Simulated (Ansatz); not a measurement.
Interaction energy ladder

The pair of C2H2 (SMILES C#C, atoms 1–4) and SbH3 (SMILES [SbH3], atoms 5–8), both closed shells, in one local arrangement (a lower one may exist), relaxed at PBE0-D4/def2-TZVP:

C1  (-0.022, 0.718, -1.972)
C2  (-0.115, -0.472, -1.877)
H3  (0.060, 1.777, -2.061)
H4  (-0.197, -1.530, -1.789)
Sb5  (0.124, 0.556, 1.697)
H6  (1.220, -0.683, 1.279)
H7  (-1.219, -0.447, 1.382)
H8  (0.149, 0.080, 3.342)
(Å)

Program: Ansatz 0.2.0. Basis: def2-TZVPPD, with def2-QZVPPD for the basis limit. Cores are frozen in the correlated methods. Filled d shells of the heavier atoms are correlated. Core potentials replace the inner electrons of the atoms past krypton. The def2 sets are not built for correlating such inner shells, so the correlated values are less sure here. B3LYP uses VWN-RPA correlation. Extrapolation: Hartree–Fock as exp(−7.88 √X), correlation as X^−2.97. Interaction energies count from these two fragments, frozen as in the pair, with the counterpoise correction; negative means bound.

Q: What is the interaction energy by CCSD(T) at an estimated basis limit (MP2 extrapolated from triple and quadruple zeta, plus CCSD(T) − MP2 in triple zeta)? (To be estimated.)

A: By the calculation: -6.9 kJ/mol. Hartree–Fock alone gives 1.9 kJ/mol at the basis limit, so without correlation the pair would not bind at this distance. It counts from the two fragments frozen as in the pair.

The same quantity by other methods in triple zeta, and each one's difference from that estimate:
```json
{"method": "PBE-D4", "E_int (kJ/mol)": "-8.6", "difference": "-1.7"}
{"method": "revPBE-D4", "E_int (kJ/mol)": "-8.2", "difference": "-1.3"}
{"method": "BLYP-D4", "E_int (kJ/mol)": "-7.7", "difference": "-0.7"}
{"method": "r2SCAN-D4", "E_int (kJ/mol)": "-7.0", "difference": "0.0"}
{"method": "B97M-V", "E_int (kJ/mol)": "-8.0", "difference": "-1.0"}
{"method": "PBE0-D4", "E_int (kJ/mol)": "-8.4", "difference": "-1.4"}
{"method": "B3LYP-D4", "E_int (kJ/mol)": "-8.0", "difference": "-1.1"}
{"method": "HSE06-D4", "E_int (kJ/mol)": "-8.3", "difference": "-1.4"}
{"method": "wB97X-V", "E_int (kJ/mol)": "-7.4", "difference": "-0.5"}
{"method": "wB97M-V", "E_int (kJ/mol)": "-7.6", "difference": "-0.7"}
{"method": "B2PLYP", "E_int (kJ/mol)": "-2.2", "difference": "4.7"}
{"method": "HF", "E_int (kJ/mol)": "2.0", "difference": "8.9"}
{"method": "MP2", "E_int (kJ/mol)": "-7.0", "difference": "-0.1"}
{"method": "CCSD", "E_int (kJ/mol)": "-4.0", "difference": "3.0"}
{"method": "CCSD(T)", "E_int (kJ/mol)": "-5.2", "difference": "1.7"}
```
Differences are method less estimate.

Basis-set superposition shift (counterpoise-corrected less uncorrected): CCSD(T) 2.6; MP2 2.6; HF 0.2; PBE0-D4 0.2; wB97M-V 0.3 kJ/mol.

T1 diagnostic: at most 0.015.

For scale, one of the runs: CCSD(T)/def2-TZVPPD, 215 basis functions, launched by `ansatz run in.yaml --threads 4 --pin off --events-out ev --progress --plain --max-ram 9574MiB`. The run took 22 s on 4 CPU threads of an AMD EPYC 9R45 (shared host), with 3.5 GiB of host memory at its peak.
